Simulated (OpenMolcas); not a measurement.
## Rh²⁺: effect of the IPEA shift

```
Program             : OpenMolcas
Basis               : ANO-R3 [8s6p5d3f2g1h]
Scalar Hamiltonian  : X2C, finite nucleus
Active space        : 7 electrons in 5 orbitals (4d)
State averaging     : 2S+1 = 4 even, 10 roots; 2S+1 = 2 even, 40 roots
Spin-orbit coupling : RASSI with atomic mean-field integrals over the reference wave functions, term energies averaged over their components
```

Methods on the same reference wave functions:
A. CASSCF
B. MS-CASPT2, IPEA 0.25 Eh, imaginary shift 0.1 Eh (closed shells correlated: 4s 4p)
C. MS-CASPT2, IPEA 0.5 Eh, imaginary shift 0.1 Eh (closed shells correlated: 4s 4p)

Energies in eV above 4d⁷ ⁴F_9/2, the measured ground level; measured values from the list in Shadmi, J. Res. Natl. Bur. Stand. 70A, 435 (1966).

```json
{"Level": "4d⁷ ⁴F_9/2", "A": "0.0000", "B": "0.0000", "C": "0.0000", "Measured": "0.0000"}
{"Level": "4d⁷ ⁴F_7/2", "A": "0.2610", "B": "0.265", "C": "0.264", "Measured": "0.2663"}
{"Level": "4d⁷ ⁴F_5/2", "A": "0.4328", "B": "0.432", "C": "0.432", "Measured": "0.4322"}
{"Level": "4d⁷ ⁴F_3/2", "A": "0.5434", "B": "0.538", "C": "0.538", "Measured": "0.5359"}
{"Level": "4d⁷ ⁴P_5/2", "A": "1.8567", "B": "1.453", "C": "1.486", "Measured": "1.3716"}
{"Level": "4d⁷ ⁴P_3/2 [74 %]", "A": "1.8642", "B": "1.437", "C": "1.471", "Measured": "1.3635"}
{"Level": "4d⁷ ²G_9/2", "A": "1.9241", "B": "1.642", "C": "1.701", "Measured": ""}
{"Level": "4d⁷ ⁴P_1/2", "A": "2.0371", "B": "1.626", "C": "1.659", "Measured": ""}
{"Level": "4d⁷ ²G_7/2", "A": "2.1854", "B": "1.900", "C": "1.961", "Measured": ""}
{"Level": "4d⁷ ²P_3/2 [53 %]", "A": "2.5268", "B": "2.047", "C": "2.091", "Measured": ""}
{"Level": "4d⁷ ²H_11/2", "A": "2.5506", "B": "2.225", "C": "2.270", "Measured": ""}
{"Level": "4d⁷ ²D_5/2(1)", "A": "2.7896", "B": "2.327", "C": "2.393", "Measured": ""}
{"Level": "4d⁷ ²P_1/2", "A": "2.7926", "B": "2.282", "C": "2.319", "Measured": ""}
{"Level": "4d⁷ ²H_9/2", "A": "2.8082", "B": "2.487", "C": "2.533", "Measured": ""}
{"Level": "4d⁷ ²D_3/2(1) [71 %]", "A": "3.2277", "B": "2.749", "C": "2.814", "Measured": ""}
{"Level": "4d⁷ ²F_5/2", "A": "4.2407", "B": "3.409", "C": "3.488", "Measured": ""}
{"Level": "4d⁷ ²F_7/2", "A": "4.3653", "B": "3.540", "C": "3.619", "Measured": ""}
{"Level": "4d⁷ ²D_3/2(2)", "A": "6.6120", "B": "5.457", "C": "5.468", "Measured": ""}
{"Level": "4d⁷ ²D_5/2(2)", "A": "6.7381", "B": "5.581", "C": "5.600", "Measured": ""}
```

Deviations, from unrounded energies. A percentage is the sum of absolute deviations over the sum of measured energies, with the sign that they share, or ± where signs differ.

| Against measurement | Levels | A | B | C |
| --- | --- | --- | --- | --- |
| mean absolute deviation (cm-1) | 5 | 1600 | 260 | 370 |
| fine structure of the ground term (%) | 3 | ±1.1 | ±0.3 | ±0.4 |
| other terms of the ground configuration (%) | 2 | +36.0 | +5.7 | +8.1 |

B lies closest to measurement on these levels and A furthest from it. The largest miss of B in the table is 4d⁷ ⁴P_5/2, by +660 cm-1. The ranking rests on the paired levels alone, and a cruder setting can come out closer through cancelling errors.

Between B and C the level of the table that moves most is 4d⁷ ²F_7/2, by 640 cm-1 (lowest in B, highest in C). Moves below CASPT2's spread within the term are not significant.

The mean deviations of B to C differ by less than CASPT2's widest spread within a term (880 cm-1), so their order carries little weight.

From A to B the spin-free energies of the other terms of 4d⁷ shown, above ⁴F, scale by factors of 0.76 to 0.86, as is usual when dynamic correlation screens the repulsion within a d or f shell.

The lowest spin-free term lies below A's lowest term by 0.538 hartree in B, 0.527 hartree in C.

CASPT2 breaks the degeneracy within a term, and the mean is taken; among the terms shown or strongly mixed into the levels shown the widest spread is 880 cm-1 (4d⁷ ⁴F, C). Levels of configurations with an s electron are missing; early in the row they begin among the upper levels of the d shell and mix with terms of their name. Without dynamic correlation excited terms often stand tens of per cent too high (terms of higher spin than the ground term too low), and those without a measured partner can miss by more than the paired ones (holds for A). Computed and measured levels are paired by configuration, term and J; levels that our copy of the source lacks, or whose pairing is in doubt (as where it misses far off the trend of its configuration), stay unpaired and out of the deviations. Levels of configurations outside the active space are missing.

A share in square brackets marks a mixed level and gives the weight of the term that names it, the lowest over the columns. A number in round brackets counts repeated terms of one configuration in the order of the reference energies.
